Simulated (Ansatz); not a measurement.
CH5ClOSSi can be A, `OC[SiH](S)Cl`, or B, `O[SiH](S)CCl`.

Program: Ansatz. Geometries: PBE0-D4/def2-TZVP. ΔE: electronic, gas phase. CBS: MP2 limit from def2 TZ/QZ plus the TZ coupled-cluster correction, frozen cores. DFT in def2-TZVPP. One conformer a species, not always the lowest.

Problem. Which is lower in electronic energy at CCSD(T)/CBS, and by how much? (Estimate.)

Solution. Ansatz gave: B, by 40.3 kJ/mol.

Problem. Give E(B) − E(A) in kJ/mol with ωB97M-V, r2SCAN-D4, PBE-D4, CCSD(T)/def2-TZVPP, MP2/def2-TZVPP, PBE0-D4, HF/def2-TZVPP. (Best estimate.)

Solution. The calculation gave: ωB97M-V -36.3, r2SCAN-D4 -36.7, PBE-D4 -30.9, CCSD(T)/def2-TZVPP -39.5, MP2/def2-TZVPP -41.4, PBE0-D4 -31.7, HF/def2-TZVPP -38.3. None reverses the order clearly.

Largest T1 diagnostic: 0.011.
